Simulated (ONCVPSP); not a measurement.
Configuration tests for Pb (Z = 82) (ONCV)

```json
{"Element": "Pb", "Generator": "ONCVPSP 4.0.1", "Type": "optimised norm-conserving Vanderbilt (ONCV)", "Functional": "LDA (Perdew-Wang 92)", "Relativity": "non-relativistic", "Frozen core": "[Xe] 4f14", "Valence charge": "14", "Reference configuration": "5d10 6s2 6p2", "Partial waves": "6s: rc 2.30 bohr, ncon 4, nbas 8, qcut 3 1/bohr, 1 projector; 6p: rc 2.20 bohr, ncon 5, nbas 8, qcut 3 1/bohr, 2 projectors, debl 0.6 Ha; 5d: rc 1.50 bohr, ncon 3, nbas 8, qcut 8.8 1/bohr, 2 projectors, debl 3.8 Ha", "Local potential": "polynomial inside 1.00 bohr (lpopt 5, dvloc0 -1 Ha)", "Core correction": "Teter function, fcfact 2.25, rcfact 1.25"}
```

Energies are relative to the spin-unpolarised reference configuration 5d10 6s2 6p2; without spin polarisation the order of configurations can differ from experiment.

```csv
valence configuration,charge,ΔE all-electron (eV),error AE − PS (meV)
5d10 6s2 6p1,+1,6.934,0.0
5d10 6s1 6p0,+3,49.563,+11
5d9 6s2 6p2,+1,30.684,-170
```

Problem. What are ΔE and the potential's error for 5d10 6s2 6p0?

Solution. ΔE = 20.639 eV all-electron; the error (AE − PS) is +0.8 meV.

Levels in the configuration 5d10 6s2 6p1:

```csv
level,all-electron (eV),pseudo (eV)
5d,-32.127,-32.108
6s,-16.627,-16.626
6p,-10.181,-10.181
```

Note: ghosts flagged at negative energy: s at -477.2 eV, s at -48.4 eV, p at -10491.0 eV, p at -66.6 eV; GHOST(+) flagged for p at 240.6 eV. A true bound ghost makes a file unfit for plane-wave use.
